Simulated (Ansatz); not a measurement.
Geometry optimisation of the cluster Zn3O3.

```yaml
crystal:
  periodic: [false, false, false]
  atoms:
    - {symbol: Zn, position_ang: [-1.024160, 0.962530, 1.801330]}
    - {symbol: Zn, position_ang: [0.335610, -0.076390, -1.486630]}
    - {symbol: Zn, position_ang: [-1.081150, 1.711630, -0.678160]}
    - {symbol: O, position_ang: [-0.412000, -1.308090, -0.193860]}
    - {symbol: O, position_ang: [0.804550, -1.247370, 0.413580]}
    - {symbol: O, position_ang: [1.377160, -0.042310, 0.143740]}
basis:
  gaussian: {orbitals: def2-SVP}
hamiltonian: {xc: r2scan, dispersion: d4}
scf: {lower_state_search: "off"}
output: {orbitals: {seedname: orbitals}}
relax: {f_tol: 0.02, max_steps: 100}
```

```sh
$ ansatz run in.yaml --threads 4 --pin off --events-out ev --progress --plain --max-ram 4787MiB
```

It prints (some lines left out):

```
Functional definition: r2SCAN
mean field -151364.73774079 eV, -5562.5515132698 hartree, gradient 5.6e-6 eV, S^2 0.000000; 0 other end points of the search recorded, 0 dependent functions left out
relax step   1: F+E_penalty+E_count = -151364.78577372 eV  Δ(F+E_penalty+E_count) = +0.000e0 eV  max|allowed force component| = 2.255e0 eV/Å  Δτ_max = 0.0000 Å  (22 SCF iters, accepted)
mean field -151365.01629909 eV, -5562.5617500986 hartree, gradient 1.4e-6 eV, S^2 0.000000; 0 other end points of the search recorded, 0 dependent functions left out
relax step   2: F+E_penalty+E_count = -151365.06415274 eV  Δ(F+E_penalty+E_count) = -2.784e-1 eV  max|allowed force component| = 7.507e-1 eV/Å  Δτ_max = 0.1945 Å  (30 SCF iters, accepted)
mean field -151365.22885615 eV, -5562.5695614263 hartree, gradient 1.2e-6 eV, S^2 0.000000; 0 other end points of the search recorded, 0 dependent functions left out
relax step   3: F+E_penalty+E_count = -151365.27243183 eV  Δ(F+E_penalty+E_count) = -2.083e-1 eV  max|allowed force component| = 6.038e-1 eV/Å  Δτ_max = 0.1985 Å  (30 SCF iters, accepted)
mean field -151365.38758488 eV, -5562.5753945997 hartree, gradient 2.1e-6 eV, S^2 0.000000; 0 other end points of the search recorded, 0 dependent functions left out
relax step   4: F+E_penalty+E_count = -151365.43118256 eV  Δ(F+E_penalty+E_count) = -1.588e-1 eV  max|allowed force component| = 3.141e-1 eV/Å  Δτ_max = 0.1954 Å  (29 SCF iters, accepted)
mean field -151365.40156434 eV, -5562.5759083352 hartree, gradient 2.2e-6 eV, S^2 0.000000; 0 other end points of the search recorded, 0 dependent functions left out
relax step   5: F+E_penalty+E_count = -151365.44516281 eV  Δ(F+E_penalty+E_count) = -1.398e-2 eV  max|allowed force component| = 7.417e-2 eV/Å  Δτ_max = 0.0513 Å  (22 SCF iters, accepted)
mean field -151365.40277632 eV, -5562.5759528747 hartree, gradient 1.6e-6 eV, S^2 0.000000; 0 other end points of the search recorded, 0 dependent functions left out
relax step   6: F+E_penalty+E_count = -151365.44637964 eV  Δ(F+E_penalty+E_count) = -1.217e-3 eV  max|allowed force component| = 3.243e-2 eV/Å  Δτ_max = 0.0154 Å  (24 SCF iters, accepted)
mean field -151365.40337842 eV, -5562.5759750017 hartree, gradient 1.7e-6 eV, S^2 0.000000; 0 other end points of the search recorded, 0 dependent functions left out
relax step   7: F+E_penalty+E_count = -151365.44698156 eV  Δ(F+E_penalty+E_count) = -6.019e-4 eV  max|allowed force component| = 2.515e-2 eV/Å  Δτ_max = 0.0103 Å  (24 SCF iters, accepted)
mean field -151365.40515928 eV, -5562.5760404470 hartree, gradient 2.1e-6 eV, S^2 0.000000; 0 other end points of the search recorded, 0 dependent functions left out
relax step   8: F+E_penalty+E_count = -151365.44878464 eV  Δ(F+E_penalty+E_count) = -1.803e-3 eV  max|allowed force component| = 7.735e-2 eV/Å  Δτ_max = 0.0301 Å  (23 SCF iters, accepted)
mean field -151365.40889943 eV, -5562.5761778948 hartree, gradient 2.4e-6 eV, S^2 0.000000; 0 other end points of the search recorded, 0 dependent functions left out
relax step   9: F+E_penalty+E_count = -151365.45254685 eV  Δ(F+E_penalty+E_count) = -3.762e-3 eV  max|allowed force component| = 1.166e-1 eV/Å  Δτ_max = 0.0353 Å  (23 SCF iters, accepted)
mean field -151365.41692475 eV, -5562.5764728199 hartree, gradient 2.0e-6 eV, S^2 0.000000; 0 other end points of the search recorded, 0 dependent functions left out
relax step  10: F+E_penalty+E_count = -151365.46058975 eV  Δ(F+E_penalty+E_count) = -8.043e-3 eV  max|allowed force component| = 1.668e-1 eV/Å  Δτ_max = 0.0516 Å  (23 SCF iters, accepted)
mean field -151365.43158324 eV, -5562.5770115097 hartree, gradient 1.1e-6 eV, S^2 0.000000; 0 other end points of the search recorded, 0 dependent functions left out
relax step  11: F+E_penalty+E_count = -151365.47523877 eV  Δ(F+E_penalty+E_count) = -1.465e-2 eV  max|allowed force component| = 2.113e-1 eV/Å  Δτ_max = 0.0671 Å  (23 SCF iters, accepted)
mean field -151365.45241628 eV, -5562.5777771098 hartree, gradient 1.4e-6 eV, S^2 0.000000; 0 other end points of the search recorded, 0 dependent functions left out
relax step  12: F+E_penalty+E_count = -151365.49601708 eV  Δ(F+E_penalty+E_count) = -2.078e-2 eV  max|allowed force component| = 2.240e-1 eV/Å  Δτ_max = 0.0743 Å  (23 SCF iters, accepted)
mean field -151365.47386789 eV, -5562.5785654418 hartree, gradient 2.9e-6 eV, S^2 0.000000; 0 other end points of the search recorded, 0 dependent functions left out
relax step  13: F+E_penalty+E_count = -151365.51738662 eV  Δ(F+E_penalty+E_count) = -2.137e-2 eV  max|allowed force component| = 1.930e-1 eV/Å  Δτ_max = 0.0675 Å  (22 SCF iters, accepted)
mean field -151365.49320571 eV, -5562.5792760936 hartree, gradient 1.6e-6 eV, S^2 0.000000; 0 other end points of the search recorded, 0 dependent functions left out
relax step  14: F+E_penalty+E_count = -151365.53648188 eV  Δ(F+E_penalty+E_count) = -1.910e-2 eV  max|allowed force component| = 2.242e-1 eV/Å  Δτ_max = 0.1931 Å  (29 SCF iters, accepted)
mean field -151365.50275329 eV, -5562.5796269606 hartree, gradient 1.7e-6 eV, S^2 0.000000; 0 other end points of the search recorded, 0 dependent functions left out
relax step  15: F+E_penalty+E_count = -151365.54608709 eV  Δ(F+E_penalty+E_count) = -9.605e-3 eV  max|allowed force component| = 7.138e-2 eV/Å  Δτ_max = 0.0623 Å  (24 SCF iters, accepted)
mean field -151365.50312536 eV, -5562.5796406340 hartree, gradient 1.6e-6 eV, S^2 0.000000; 0 other end points of the search recorded, 0 dependent functions left out
relax step  16: F+E_penalty+E_count = -151365.54645306 eV  Δ(F+E_penalty+E_count) = -3.660e-4 eV  max|allowed force component| = 2.452e-2 eV/Å  Δτ_max = 0.0078 Å  (25 SCF iters, accepted)
mean field -151365.50321385 eV, -5562.5796438859 hartree, gradient 1.4e-6 eV, S^2 0.000000; 0 other end points of the search recorded, 0 dependent functions left out
relax step  17: F+E_penalty+E_count = -151365.54653660 eV  Δ(F+E_penalty+E_count) = -8.354e-5 eV  max|allowed force component| = 1.714e-2 eV/Å  Δτ_max = 0.0051 Å  (25 SCF iters, accepted)
Total energy: -151365.54655385 eV, -5562.5812366014 hartree
Atom 0 at    -0.839909     0.665568     1.931065 Å, force     0.000292    -0.001672     0.007004 eV/Å
Atom 1 at     0.499473    -0.196234    -1.917009 Å, force    -0.001522     0.004334    -0.003112 eV/Å
Atom 2 at    -0.759343     1.199166    -0.453417 Å, force    -0.001192     0.001362    -0.004250 eV/Å
Atom 3 at    -0.577606    -1.048450    -0.275341 Å, force    -0.001611    -0.016178     0.000494 eV/Å
Atom 4 at     0.469627    -0.836523     0.652714 Å, force    -0.011665     0.017135    -0.003367 eV/Å
Atom 5 at     1.207767     0.216473     0.061988 Å, force     0.015698    -0.004981     0.003231 eV/Å
Dipole moment:    -0.176706     0.239697     0.033371 e Å
Checks for a lower state left out: stability, starts, cluster_reference, orbital_swaps, neighbouring_geometries, increment
```

Run time 47 s (4 threads of Arm Neoverse V2 on a shared host).

The structure holds 2 bonds between oxygen atoms, so isomers without such links may lie far lower. The restricted singlet is unstable towards broken spin symmetry in Hartree–Fock (as tested in another run); at r2SCAN-D4/def2-SVP this wasn't settled. Another isomer (singlet) lies 6.24 eV lower at PBE0-D4/def2-TZVP; other spin states weren't run for this one.
